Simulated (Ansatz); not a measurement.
Two members of one family (Electrolyte solvent and additive) that differ in charge, which shifts all levels, computed with Ansatz in the gas phase. The two geometries come from different levels. Levels of anions in sets without diffuse functions are rough. A dash marks a value that wasn't run or was left out as unsound. The structures are stationary points that may keep the symmetry of their start. Remarks come from the PBE and PBE0 runs and from stability tests at other levels; not every state was tested. HOMO above LUMO (over both spins in singlets and doublets, within one spin in higher multiplets; at PBE or PBE0), or a gap under 0.15 eV within one spin, warns that the state may not be the lowest or that an electron is smeared out.

First: CC(C)OC(=O)C(=O)OCC(F)(F)C(F)F (singlet, charge 0, r2SCAN-D4/def2-SVP geometry).

```xyz
26

C    -2.572    1.699   -2.958
C    -1.897    0.403   -2.563
C    -2.862   -0.703   -2.177
O    -1.055    0.727   -1.414
C    -0.022   -0.077   -1.189
O     0.291   -1.045   -1.835
C     0.757    0.428    0.036
O     0.599    1.495    0.564
O     1.663   -0.502    0.394
C     2.454   -0.206    1.535
C     1.862   -0.909    2.740
F     0.562   -0.549    2.901
F     1.894   -2.256    2.568
C     2.595   -0.599    4.045
F     2.532    0.730    4.282
F     3.896   -0.949    3.903
H    -3.206    2.068   -2.138
H    -3.204    1.538   -3.844
H    -1.826    2.472   -3.196
H    -1.222    0.046   -3.361
H    -2.319   -1.618   -1.899
H    -3.492   -0.385   -1.332
H    -3.518   -0.940   -3.030
H     2.478    0.879    1.724
H     3.464   -0.596    1.354
H     2.149   -1.153    4.890
```

```csv
level,HOMO (eV),LUMO (eV),gap (eV),vertical IE (eV)
PBE-D4/def2-SVP,-6.12,-2.56,3.56,9.14
B3LYP-D4/6-31G,-7.62,-2.03,5.59,–
PBE0-D4/def2-SVP,-7.93,-1.69,6.24,9.97
```

Remarks: gap within one spin near zero at PBE or PBE0 (+1 doublet).

Second: CO[B-](OC)(OC)Oc1ccc(F)cc1 (singlet, charge -1, PBE-D4/def2-SVP geometry).

```tsv
atom	x (Å)	y (Å)	z (Å)
C1	-0.146	2.378	2.257
O2	0.578	1.195	2.193
B3	0.126	0.200	1.218
O4	-1.257	-0.239	1.425
C5	-1.504	-0.885	2.632
O6	1.012	-0.960	1.262
C7	2.370	-0.730	1.077
O8	0.171	0.884	-0.143
C9	-0.072	0.267	-1.292
C10	0.120	0.995	-2.498
C11	-0.110	0.417	-3.755
C12	-0.536	-0.914	-3.826
F13	-0.762	-1.486	-5.046
C14	-0.735	-1.663	-2.659
C15	-0.509	-1.085	-1.404
H16	0.252	3.024	3.077
H17	-0.096	2.973	1.308
H18	-1.237	2.215	2.461
H19	-1.282	-0.243	3.526
H20	-2.581	-1.175	2.692
H21	-0.894	-1.816	2.760
H22	2.620	-0.386	0.038
H23	2.940	-1.676	1.250
H24	2.777	0.045	1.773
H25	0.458	2.040	-2.413
H26	0.038	0.987	-4.685
H27	-1.075	-2.708	-2.749
H28	-0.668	-1.653	-0.479
```

Question: Estimate the same table for the second.

Answer: 
```json
{"level": "PBE-D4/def2-SVP", "HOMO (eV)": "-1.00", "LUMO (eV)": "2.52", "gap (eV)": "3.52", "vertical IE (eV)": "3.33"}
{"level": "B3LYP-D4/6-31G", "HOMO (eV)": "-1.72", "LUMO (eV)": "3.50", "gap (eV)": "5.22", "vertical IE (eV)": "–"}
{"level": "PBE0-D4/def2-SVP", "HOMO (eV)": "-2.15", "LUMO (eV)": "3.33", "gap (eV)": "5.47", "vertical IE (eV)": "3.86"}
```

Remarks: gap within one spin near zero at PBE or PBE0 (neutral doublet).
